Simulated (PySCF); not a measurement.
Species: `CP(CP)C(C)(C)C`. The columns A, B, C and D hold Mulliken, IAO, Hirshfeld and ESP-fitted charges (e) of one PBE0/pcSseg-1 density (PySCF), in a shuffled order. Coordinates in Å (GFN2-xTB); the density's dipole moment is (-1.32, 1.30, -0.57) D.

```tsv
atom	x	y	z	A	B	C	D
C1	0.881	-1.611	-1.195	-0.611	+0.004	-0.170	-0.479
P2	0.688	-0.734	0.417	+0.462	-0.434	+0.151	+0.347
C3	1.766	0.733	0.010	-0.613	+0.079	-0.159	-0.670
P4	3.506	0.114	0.237	+0.180	-0.259	+0.069	+0.096
C5	-1.047	0.025	0.260	-0.103	+0.738	-0.012	-0.741
C6	-2.022	-1.137	0.062	-0.416	-0.421	-0.121	-0.167
C7	-1.331	0.695	1.607	-0.414	-0.596	-0.125	-0.151
C8	-1.212	1.044	-0.863	-0.413	-0.566	-0.122	-0.151
H9	0.329	-2.549	-1.164	+0.155	+0.066	+0.042	+0.152
H10	1.941	-1.838	-1.315	+0.163	+0.026	+0.034	+0.165
H11	0.546	-1.009	-2.038	+0.135	-0.005	+0.036	+0.133
H12	1.630	1.060	-1.025	+0.143	+0.093	+0.037	+0.172
H13	1.566	1.562	0.692	+0.149	+0.022	+0.040	+0.180
H14	4.113	1.370	0.240	-0.023	+0.066	-0.019	+0.033
H15	3.450	0.076	1.628	-0.017	+0.115	-0.018	+0.048
H16	-3.049	-0.793	0.177	+0.137	+0.088	+0.040	+0.113
H17	-1.836	-1.916	0.800	+0.139	+0.124	+0.036	+0.120
H18	-1.919	-1.570	-0.931	+0.135	+0.078	+0.038	+0.118
H19	-1.228	-0.027	2.415	+0.143	+0.113	+0.035	+0.122
H20	-2.343	1.098	1.630	+0.134	+0.132	+0.039	+0.112
H21	-0.635	1.513	1.788	+0.131	+0.178	+0.035	+0.109
H22	-0.601	1.927	-0.689	+0.135	+0.085	+0.036	+0.118
H23	-0.953	0.623	-1.832	+0.131	+0.153	+0.036	+0.109
H24	-2.254	1.363	-0.907	+0.138	+0.123	+0.040	+0.113
```

Q: Which column most likely holds the ESP-fitted charges?

A: B. Σ q r misses the density's dipole by 0.08 D (B), 2.29 D (C), 2.75 D (D), 3.29 D (A). Charges fitted to the outside potential are the only set here that is tied to the molecule's multipoles.

Q: And the Hirshfeld charges?

A: C. The mean sizes are 0.062 e (C), 0.190 e (B), 0.197 e (D), 0.218 e (A), and Hirshfeld charges are commonly the smallest of these schemes.

As computed, A = IAO, B = ESP-fitted, C = Hirshfeld, D = Mulliken. Hydrogens on carbon: IAO +0.13 to +0.16, ESP-fitted -0.01 to +0.18, Hirshfeld +0.03 to +0.04, Mulliken +0.11 to +0.18 e.

The ESP scheme fits charges at the nuclei, held to the total charge, to the electrostatic potential on points at 1.4 to 2.0 times the van der Waals radii. The IAO scheme counts the electrons in orthogonalised intrinsic atomic orbitals, a minimal basis polarised so that it spans the occupied orbitals exactly.

Isolated species at its GFN2-xTB geometry (one conformer only).

Conformer computed: `[CH3:1][P:2]([CH2:3][PH2:4])[C:5]([CH3:6])([CH3:7])[CH3:8]`: C1–P2–C3–P4 -79°, C1–P2–C5–C6 60°, H–P4–C3–P2 -166°, H–P4–C3–P2 -73°.
